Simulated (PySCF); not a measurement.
Ga₂H₄, SMILES [GaH2][GaH2-], charge -1, multiplicity 2.

The structure is a stationary point at TPSSh-D3(BJ)/def2-SVPD.

Computed with C-PCM-PBE0/def2-SVPD in PySCF.

The values are the electrostatic part of the solvation free energy, E(continuum) − E(gas) at the gas-phase geometry, in a cavity of scaled van der Waals radii (PySCF's table); cavitation and dispersion terms are not included. A continuum can't describe solvent molecules that bind to the metal.

Computed values in water (ε = 78.36), acetonitrile (ε = 35.69), chlorobenzene (ε = 5.70):
```
solvent            ε  ΔG(elec) (kcal/mol)
-------------  -----  -------------------
water          78.36                -47.5
acetonitrile   35.69                -46.8
chlorobenzene   5.70                -39.6
```
